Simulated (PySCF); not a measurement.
**Radial density of Xe⁺ (xenon, charge +1)**

M06-2X, [Kr] 4d10 5s2 5p5, 2P determinant. Calculation: PySCF 2.14, in def2-TZVP with the def2 core potential (28 electrons) (6s5p3d2f, 50 functions); scalar relativity through the core potential. This is the valence pseudo-density: the core potential removes the inner electrons and smooths the orbitals near the nucleus.

```
r (bohr)  4πr²ρ (e/bohr)  4πr²(ρα − ρβ)
 0.00119       1.584e-05         0.0000
 0.00200       4.442e-05         0.0000
 0.00336       0.0001225         0.0000
 0.00565       0.0003236         0.0000
 0.00951       0.0007722         0.0000
  0.0160        0.001554         0.0000
  0.0269        0.002657         0.0000
  0.0452        0.003597         0.0000
  0.0761        0.006260         0.0000
   0.128         0.03409         0.0002
   0.215          0.3835         0.0016
   0.362           5.323         0.0307
   0.609           27.40         0.1135
    1.02           15.10         0.0322
    1.72           5.313         0.6404
    2.90           1.547         0.2359
    4.88         0.05119         0.0047
    8.20       8.655e-05         0.0000
```

Energies and moments cover only the electrons outside the core potential.
